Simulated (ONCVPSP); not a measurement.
# Pseudopotential generation for Ba (Z = 56): ONCV, PBE, scalar-relativistic.

Input for ONCVPSP 4.0.1:

```
# ATOM AND REFERENCE CONFIGURATION
# atsym  z   nc   nv     iexc    psfile
  Ba 56.00    9    4        4      upf
#
#   n    l    f
    1    0    2.00
    2    0    2.00
    2    1    6.00
    3    0    2.00
    3    1    6.00
    3    2   10.00
    4    0    2.00
    4    1    6.00
    4    2   10.00
    5    0    2.00
    5    1    6.00
    6    0    1.75
    6    1    0.25
#
# PSEUDOPOTENTIAL AND OPTIMIZATION
# lmax
    2
#
#   l,   rc,      ep,       ncon, nbas, qcut
    0    2.40    0.00    3    8    4.50
    1    3.20    0.00    4    7    5.50
    2    2.85    0.05    5    9    3.60
#
# LOCAL POTENTIAL
# lloc, lpopt,  rc(5),   dvloc0
    4    4    2.35   -1.00
#
# VANDERBILT-KLEINMAN-BYLANDER PROJECTORs
# l, nproj, debl
    0    2    0.50
    1    3    1.70
    2    2    0.60
#
# MODEL CORE CHARGE
# icmod, fcfact, rcfact
    0    0.00    0.00
#
# LOG DERIVATIVE ANALYSIS
# epsh1, epsh2, depsh
   -3.00    5.00    0.02
#
# OUTPUT GRID
# rlmax, drl
    6.00    0.01
#
# TEST CONFIGURATIONS
# ncnf
    4
# nvcnf
#   n    l    f
    4
    5    0    2.00
    5    1    6.00
    6    0    2.00
    6    1    0.00
#
    4
    5    0    2.00
    5    1    6.00
    6    0    1.00
    6    1    0.00
#
    4
    5    0    2.00
    5    1    6.00
    6    0    0.00
    6    1    0.00
#
    5
    5    0    2.00
    5    1    6.00
    6    0    1.50
    6    1    0.00
    5    2    0.50
#
```

Command:

```bash
oncvpsp.x < Ba.dat > Ba.out
```

The program printed (shortened: citation, most of the input echo, consistency checks and plot data are left out):

```
ONCVPSP  (Optimized Norm-Conservinng Vanderbilt PSeudopotential)
scalar-relativistic version 4.0.1

#   n    l    f        energy (Ha)
    1    0    2.00    -1.3693038E+03
    2    0    2.00    -2.1644097E+02
    2    1    6.00    -1.9407955E+02
    3    0    2.00    -4.5696451E+01
    3    1    6.00    -3.8528628E+01
    3    2   10.00    -2.8121572E+01
    4    0    2.00    -8.9743041E+00
    4    1    6.00    -6.6626258E+00
    4    2   10.00    -3.3067941E+00
    5    0    2.00    -1.2484295E+00
    5    1    6.00    -6.9920587E-01
    6    0    1.75    -1.2440511E-01
    6    1    0.25    -5.0617422E-02

Reference configufation results
  iterations    27
  all-electron total energy (Ha)   -8.13554635D+03

Begin loop to  construct optimized pseudo wave functions
and semi-local pseudopoentials for all angular momenta

Calculating optimized projector #   1

 for l=   0

    Fraction of norm inside rc  0.910339
    Optimizing pswf for qcut=   4.50 a_B^-1,  ecut=  10.12 Ha
    Residual kinetic energy error=  1.08D-05 Ha

    Energy error per electron        Cutoff
         Ha          eV             Ha
         0.01000     0.27211        5.13
         0.00100     0.02721        7.17
         0.00010     0.00272        8.76
         0.00001     0.00027       10.62

Calculating optimized projector #   2

 for l=   0

    Fraction of norm inside rc  0.048565
    Optimizing pswf for qcut=   4.50 a_B^-1,  ecut=  10.12 Ha
    Residual kinetic energy error=  6.88D-06 Ha

    Energy error per electron        Cutoff
         Ha          eV             Ha
         0.01000     0.27211        2.00
         0.00100     0.02721        6.40
         0.00010     0.00272        8.34
         0.00001     0.00027        9.86

   Wellstate for l =  1  n =  8
     eigenvalue =   1.6494
     asymptotic potential =   2.1494
     half-point radius =  5.7939

Calculating optimized projector #   1

 for l=   1

    Fraction of norm inside rc  0.953488
    Optimizing pswf for qcut=   5.50 a_B^-1,  ecut=  15.10 Ha
    Residual kinetic energy error=  6.44D-09 Ha

    Energy error per electron        Cutoff
         Ha          eV             Ha
         0.01000     0.27211        3.31
         0.00100     0.02721        4.41
         0.00010     0.00272        7.23
         0.00001     0.00027       10.33

Calculating optimized projector #   2

 for l=   1

    Fraction of norm inside rc  0.045474
    Optimizing pswf for qcut=   5.50 a_B^-1,  ecut=  15.10 Ha
    Residual kinetic energy error=  3.22D-09 Ha

    Energy error per electron        Cutoff
         Ha          eV             Ha
         0.01000     0.27211        2.14
         0.00100     0.02721        3.40
         0.00010     0.00272        4.51
         0.00001     0.00027        8.40

Calculating optimized projector #   3

 for l=   1

    Fraction of norm inside rc  0.197993
    Optimizing pswf for qcut=   5.50 a_B^-1,  ecut=  15.10 Ha
    Residual kinetic energy error=  2.11D-08 Ha

    Energy error per electron        Cutoff
         Ha          eV             Ha
         0.01000     0.27211        3.91
         0.00100     0.02721        8.12
         0.00010     0.00272       10.63
         0.00001     0.00027       12.27

WARNING wellstate: moderately localized bound state found for n= 5 l=  2
WARNING scattering state with energy  0.05000000
WARNING will be used for the first projector

   Wellstate for l =  2  n =  6
     eigenvalue =   0.0500
     asymptotic potential =   0.5500
     half-point radius = 21.0610

   Wellstate for l =  2  n =  6
     eigenvalue =   0.6500
     asymptotic potential =   1.1500
     half-point radius =  4.7221

Calculating optimized projector #   1

 for l=   2

    Fraction of norm inside rc  0.090314
    Optimizing pswf for qcut=   3.61 a_B^-1,  ecut=   6.50 Ha
    Residual kinetic energy error=  1.18D-05 Ha

    Energy error per electron        Cutoff
         Ha          eV             Ha
         0.01000     0.27211        2.54
         0.00100     0.02721        4.11
         0.00010     0.00272        5.39
         0.00001     0.00027        7.00

Calculating optimized projector #   2

 for l=   2

    Fraction of norm inside rc  0.269819
    Optimizing pswf for qcut=   3.61 a_B^-1,  ecut=   6.50 Ha
    Residual kinetic energy error=  3.16D-04 Ha

    Energy error per electron        Cutoff
         Ha          eV             Ha
         0.01000     0.27211        4.30
         0.00100     0.02721        5.82
         0.00010     0.00272        7.41
         0.00001     0.00027       11.03

Construct Vanderbilt / Kleinmman-Bylander projectors

B matrix Hermiticity error, ll=   0
   1   2    6.4069E-05

  Orthonormal projector coefficients  3.1348E+00  5.6525E-01

B matrix Hermiticity error, ll=   1
   1   2    2.1824E-05
   1   3    1.4588E-04
   2   3   -3.5365E-05

  Orthonormal projector coefficients  2.5598E+00  8.2234E-01  1.3414E-01

B matrix Hermiticity error, ll=   2
   1   2   -1.6491E-05

  Orthonormal projector coefficients  1.1394E+00  2.5957E-01

Pseudoatom total energy  -25.742310

Diagnostic tests using Vanderbilt-Kleinman-Bylander pseudopotentials
  1 or more projectors used as specified by nproj input data

   l    rcore       rmatch      e in        delta e   norm test  slope test

   0   2.4019374   2.4748654  -1.2484295   0.0000172   1.0001130   1.0001242
   0   2.4019374   2.4748654  -0.1244051   0.0000013   1.0000274   1.0000188

   1   3.2008458   3.2980304  -0.6992059   0.0000001   1.0000672   1.0000659
   1   3.2008458   3.2980304  -0.0506174   0.0000004   1.0000120   1.0000101
   1   3.2008458   3.2980304   1.6493826   0.0000014   1.0001683   1.0001683

   2   2.8569532   2.9436965   0.0500000   0.0000005   1.0000593   1.0000593
   2   2.8569532   2.9436965   0.6500000   0.0000007   1.0001226   1.0001226

 Testing for bound ghosts
   n   l    E NL Schr. Eq   E Basis Diag.   E Cutoff

   1   0       -1.248412       -1.248428     45.75
   2   0       -0.124404       -0.091267     45.75

   2   1       -0.699206       -0.699205     29.75
   3   1       -0.050617       -0.032208     29.75

   3   2       -0.081988       -0.078258     54.39

 Testing for highly-localized positive-energy ghosts
       l    <radius>/rc     E Basis Diag.   E Cutoff

Test configuration 0

   n   l     f        eae           eps        diff
   1   0  2.0000-1369.30375648
   2   0  2.0000 -216.44097386
   2   1  6.0000 -194.07954815
   3   0  2.0000  -45.69645050
   3   1  6.0000  -38.52862777
   3   2 10.0000  -28.12157223
   4   0  2.0000   -8.97430410
   4   1  6.0000   -6.66262582
   4   2 10.0000   -3.30679410
   5   0  2.0000   -1.24842950   -1.24841225    1.72D-05
   5   1  6.0000   -0.69920587   -0.69920578    9.07D-08
   6   0  1.7500   -0.12440511   -0.12440378    1.33D-06
   6   1  0.2500   -0.05061742   -0.05061706    3.62D-07

    Total energies and differences
      AE_ref= -8.13554635D+03  AE_tst= -8.13554635D+03  dif=  0.00D+00
      PS_ref= -2.57423097D+01  PS_tst= -2.57423097D+01  dif= -2.20D-13
      PSP excitation error=  2.20D-13

Test configuration 1

   n   l     f        eae           eps        diff
   1   0  2.0000-1369.29264064
   2   0  2.0000 -216.42985192
   2   1  6.0000 -194.06843521
   3   0  2.0000  -45.68531165
   3   1  6.0000  -38.51749017
   3   2 10.0000  -28.11043303
   4   0  2.0000   -8.96320065
   4   1  6.0000   -6.65153335
   4   2 10.0000   -3.29572544
   5   0  2.0000   -1.23751751   -1.23750455    1.30D-05
   5   1  6.0000   -0.68855370   -0.68856935   -1.56D-05
   6   0  2.0000   -0.11870029   -0.11870000    2.99D-07

    Total energies and differences
      AE_ref= -8.13554635D+03  AE_tst= -8.13556470D+03  dif= -1.83D-02
      PS_ref= -2.57423097D+01  PS_tst= -2.57606561D+01  dif= -1.83D-02
      PSP excitation error= -2.48D-08

Test configuration 2

   n   l     f        eae           eps        diff
   1   0  2.0000-1369.50398918
   2   0  2.0000 -216.64096746
   2   1  6.0000 -194.27955283
   3   0  2.0000  -45.89629567
   3   1  6.0000  -38.72847327
   3   2 10.0000  -28.32143240
   4   0  2.0000   -9.17372085
   4   1  6.0000   -6.86197691
   4   2 10.0000   -3.50598332
   5   0  2.0000   -1.44575548   -1.44582275   -6.73D-05
   5   1  6.0000   -0.89524465   -0.89526039   -1.57D-05
   6   0  1.0000   -0.27872394   -0.27871405    9.88D-06

    Total energies and differences
      AE_ref= -8.13554635D+03  AE_tst= -8.13536764D+03  dif=  1.79D-01
      PS_ref= -2.57423097D+01  PS_tst= -2.55635783D+01  dif=  1.79D-01
      PSP excitation error= -1.91D-05

Test configuration 3

   n   l     f        eae           eps        diff
   1   0  2.0000-1369.75439333
   2   0  2.0000 -216.89093282
   2   1  6.0000 -194.52951872
   3   0  2.0000  -46.14601288
   3   1  6.0000  -38.97818831
   3   2 10.0000  -28.57117975
   4   0  2.0000   -9.42254091
   4   1  6.0000   -7.11064805
   4   2 10.0000   -3.75430092
   5   0  2.0000   -1.68980461   -1.68996211   -1.58D-04
   5   1  6.0000   -1.13581909   -1.13578340    3.57D-05

    Total energies and differences
      AE_ref= -8.13554635D+03  AE_tst= -8.13500083D+03  dif=  5.46D-01
      PS_ref= -2.57423097D+01  PS_tst= -2.51967661D+01  dif=  5.46D-01
      PSP excitation error= -2.45D-05

Test configuration 4

   n   l     f        eae           eps        diff
   1   0  2.0000-1369.26775894
   2   0  2.0000 -216.40354854
   2   1  6.0000 -194.04221254
   3   0  2.0000  -45.65923281
   3   1  6.0000  -38.49141397
   3   2 10.0000  -28.08425490
   4   0  2.0000   -8.93733610
   4   1  6.0000   -6.62565088
   4   2 10.0000   -3.26971169
   5   0  2.0000   -1.21235776   -1.21290827   -5.51D-04
   5   1  6.0000   -0.66555253   -0.66570613   -1.54D-04
   6   0  1.5000   -0.10987900   -0.10991103   -3.20D-05
   5   2  0.5000   -0.06068021   -0.06060066    7.95D-05

    Total energies and differences
      AE_ref= -8.13554635D+03  AE_tst= -8.13554126D+03  dif=  5.09D-03
      PS_ref= -2.57423097D+01  PS_tst= -2.57371548D+01  dif=  5.15D-03
      PSP excitation error= -6.36D-05
```

The run took about 6.8 s on one core of a shared server CPU.
